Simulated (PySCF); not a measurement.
# Spinor energies of La⁴⁰⁺ (lanthanum, charge +40)

Start: [Ne] 3s2 3p5; 3p1/2 filled at m_j = +1/2; 3p3/2 filled at m_j = -3/2, -1/2, +1/2, +3/2. Calculated with PySCF 2.14 in an uncontracted even-tempered set (19 s from 8.5 bohr⁻², ratio 2.4; 14 p from 11 bohr⁻², ratio 2.4; 4 d from 43 bohr⁻², ratio 2.6; 4 f from 64 bohr⁻², ratio 2.6): generalised Hartree-Fock with the X2C-1e Hamiltonian and a Gaussian nucleus; one run each with spin-orbit coupling (SO) screened by Boettger's factors, then bare. This is a chosen level, not necessarily the ground level.

```json
{"spinor shell": "1s1/2", "electrons": "2", "ε, screened SO (eV)": "-41476.5", "ε, bare SO (eV)": "-41476.3", "weight of nominal j (bare SO)": "1.000", "rms radius, bare SO (bohr)": "0.0286"}
{"spinor shell": "2s1/2", "electrons": "2", "ε, screened SO (eV)": "-8604.0", "ε, bare SO (eV)": "-8603.9", "weight of nominal j (bare SO)": "1.000", "rms radius, bare SO (bohr)": "0.115"}
{"spinor shell": "2p1/2", "electrons": "2", "ε, screened SO (eV)": "-8247.3", "ε, bare SO (eV)": "-8259.2", "weight of nominal j (bare SO)": "1.000", "rms radius, bare SO (bohr)": "0.0984"}
{"spinor shell": "2p3/2", "electrons": "4", "ε, screened SO (eV)": "-7827.3", "ε, bare SO (eV)": "-7822.8", "weight of nominal j (bare SO)": "1.000", "rms radius, bare SO (bohr)": "0.104"}
{"spinor shell": "3s1/2", "electrons": "2", "ε, screened SO (eV)": "-3282.9", "ε, bare SO (eV)": "-3282.9", "weight of nominal j (bare SO)": "1.000", "rms radius, bare SO (bohr)": "0.279"}
{"spinor shell": "3p1/2", "electrons": "1", "ε, screened SO (eV)": "-3151.2", "ε, bare SO (eV)": "-3154.1", "weight of nominal j (bare SO)": "1.000", "rms radius, bare SO (bohr)": "0.267"}
{"spinor shell": "3p3/2", "electrons": "4", "ε, screened SO (eV)": "-3041.6", "ε, bare SO (eV)": "-3040.5", "weight of nominal j (bare SO)": "1.000", "rms radius, bare SO (bohr)": "0.276"}
```

```tsv
quantity	screened SO	bare SO
E (hartree)	-7126.61231	-7126.77175
M_J	1/2	1/2
⟨J²⟩	0.751	0.751
⟨L²⟩	2.014	2.015
⟨S²⟩	0.763	0.764
```

Each row is a mean over spinors that exchange with the open shell spreads, by up to 13.900 eV (2p1/2).

Breit and QED terms are absent; they matter most for the inner s and p1/2 levels.

Densities and radii are taken from the X2C orbitals without a picture-change correction, which distorts them close to the nucleus.
